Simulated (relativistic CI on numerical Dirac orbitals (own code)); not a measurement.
## Rb3+: calculation against measurement

Method of calculation: Dirac-Coulomb-Breit CI, orbitals from a KLI potential per configuration, model QED (radiative potential, 1s self-energy scaled to tabulated hydrogen-like ionisation energies), valence Slater integrals scaled by 0.85, P86 correlation energy added to each configuration (own radial code, finite nucleus).

Configurations in the expansion (outside the closed core [Ar] 3d10): 4s2 4p4, 4s 4p5, 4s2 4p3 4d, 4p6, 4s2 4p3 4f, 4s 4p4 4d, 4s2 4p3 5s, 4s2 4p3 5p, 4s 4p4 4f, 4s2 4p3 5d, 4s2 4p3 6s, 4s2 4p3 6p, 4s2 4p3 5f, 4s2 4p3 6d, 4s2 4p3 7s, 4s2 4p3 5g, 4s2 4p3 7p, 4s2 4p3 6f, 4s 4p4 5s, 4s2 4p2 4d 4f, 4p5 4d, 4s 4p3 4d2, 4s 4p4 5p, 4s 4p4 5d, 4s 4p4 6s, 4s 4p4 6p, 4s2 4p2 4d 5p, 4s 4p3 5p2, 4s2 4p2 4d2, 4s2 4p 4d3, 4s2 4p 4d2 4f, 4s 4p2 4d3, 4s2 4p 4d2 5s, 4s2 4p 4d2 5p, 4s2 4p2 4f2, 4s2 4p 4d 4f2, 4s2 4p 4f3, 4s 4p2 4d 4f2, 4s2 4p 4f2 5s, 4s2 4p 4f2 5p, 4s2 4p2 4d 5s, 4s2 4p 4d 4f 5s, 4s 4p2 4d2 5s, 4s2 4p 4d 5s2, 4s2 4p 4d 5s 5p, 4s2 4p2 5s2, 4s2 4p 4f 5s2, 4s 4p2 4d 5s2, 4s2 4p 5s2 5p. Double excitations out of closed p, d and f shells are left out; levels of such configurations are missing from the list, as are those of other unlisted configurations, and high levels can miss mixing partners. These lack a partner that the ground configuration has and come out too high: 4s 4p4 4f, 4s2 4p3 5d, 4s2 4p3 6s, 4s2 4p3 6p, 4s2 4p3 5f.

```csv
Configuration,Term (tabulated),J,Measured (cm⁻¹),Computed,Error,Purity (%)
4s2 4p4,3P,2,0.0,0,0,93
4s2 4p4,3P,1,6260.4,6136,-125,98
4s2 4p4,3P,0,6947.8,6724,-224,91
4s2 4p4,1D,2,17357.7,17160,-198,92
4s2 4p4,1S,0,38403.6,36347,-2056,90
4s 4p5,3P°,2,134978.5,137790,2811,78
4s 4p5,3P°,1,139617.9,142330,2712,77
4s 4p5,3P°,0,142608.9,145230,2621,78
4s2 4p3 4d,5D°,0,170775.5,173330,2554,96
4s2 4p3 4d,5D°,1,170855.3,173406,2551,96
4s2 4p3 4d,5D°,2,170888.4,173422,2534,95
4s2 4p3 4d,5D°,3,170937.5,173449,2511,94
4s2 4p3 4d,5D°,4,171245.5,173719,2473,95
4s2 4p3 4d,3D°,2,181480.9,184045,2564,78
4s2 4p3 4d,3D°,3,182975.2,185570,2594,89
4s2 4p3 4d,3D°,1,183581.5,186181,2600,96
4s2 4p3 4d,3F°,2,187504.5,190200,2695,82
4s2 4p3 4d,1S°,0,188549.2,191304,2755,94
4s2 4p3 4d,3F°,3,188981.9,191687,2705,87
4s2 4p3 4d,3F°,4,190882.2,193588,2706,89
4s2 4p3 4d,3G°,3,195601.8,198827,3225,87
4s2 4p3 4d,3G°,4,196280.8,199424,3143,78
4s2 4p3 4d,3G°,5,196976.8,200641,3664,98
4s2 4p3 4d,1G°,4,199445.7,202844,3398,85
4s2 4p3 5s,5S°,2,203281.3,211004,7722,93
4s2 4p3 4d,1D°,2,205272.6,206921,1648,81
4s2 4p3 4d,3D°,1,207138.3,208373,1235,95
4s2 4p3 5s,3S°,1,209941.9,218203,8261,89
4s2 4p3 4d,3P°,0,210509.6,211068,558,92
4s2 4p3 4d,3D°,2,210720.3,211883,1163,87
4s2 4p3 4d,3P°,1,211855.1,212111,256,89
4s2 4p3 4d,3F°,3,212694.3,214085,1391,85
4s2 4p3 4d,3F° †,2,213459.9,214888,1428,87
4s2 4p3 4d,3F° †,4,213970.7,215060,1090,80
4s2 4p3 4d,3D°,3,214501.2,215684,1182,81
4s2 4p3 4d,3P°,2,217114.0,217572,458,85
4s2 4p3 5s,3D° †,1,223788.4,232969,9180,60
4s2 4p3 5s,3D° †,2,224044.1,232983,8939,67
4s2 4p3 4d,3S°,1,224955.0,227551,2595,76
4s2 4p3 5s,3D°,3,225173.3,235192,10018,92
4s2 4p3 4d,1F°,3,226491.9,226570,79,82
4s2 4p3 4d,3P°,2,227225.7,228200,975,63
4s2 4p3 5s,1D°,2,229046.0,237951,8905,81
4s2 4p3 4d,3D°,3,229160.1,229248,88,82
4s2 4p3 4d,3D°,2,233127.5,234040,913,65
4s2 4p3 4d,3P°,0,233150.1,234916,1766,71
4s2 4p3 4d,3D°,1,236054.7,235645,-410,59
4s2 4p3 5s,3P°,0,240818.0,247322,6504,91
4s2 4p3 4d,1D°,2,240860.3,242478,1618,83
4s2 4p3 5s,3P°,1,241306.7,247956,6649,80
4s2 4p3 5p,5P,1,241923.9,250069,8145,93
4s2 4p3 5p,5P,2,242254.4,250398,8143,88
4s2 4p3 5p,5P,3,243527.6,251575,8047,95
4s2 4p3 5s,3P°,2,243700.3,251046,7346,78
4s2 4p3 4d,1F°,3,245392.6,245790,398,86
4s2 4p3 5s,1P°,1,246331.5,253388,7057,68
4s2 4p3 5p,3P,1,247061.1,255413,8352,88
4s2 4p3 5p,3P,2,247902.3,256271,8368,88
4s2 4p3 5p,3P,0,248171.3,256517,8345,98
4s2 4p3 5p,3F,3,262484.8,271458,8973,60
4s2 4p3 5p,3D,2,262554.4,269754,7199,56
```

Measured levels from Sansonetti, J. Phys. Chem. Ref. Data 35, 301 (2006); pairs were made by configuration, J and term (by order where the table uses no LS term), so strongly mixed levels may be paired wrongly.

Mean error by configuration (cm⁻¹): 4s2 4p4 -651; 4s 4p5 2715; 4s2 4p3 4d 1836; 4s2 4p3 5s 7808; 4s2 4p3 5p 8197. Over the excited levels the mean absolute error is 3575 cm⁻¹ (60 of the 69 excited levels that our extract of the source holds in range could be paired, and the others can miss by more), and the median relative error of those above 1,000 cm⁻¹ is 1.5 %. † marks terms whose computed intervals miss the measured ones by more than a factor of 2.5, or configurations far off the rest, from wrong mixing, a near crossing or a doubtful label or measurement; they are left out of the means.
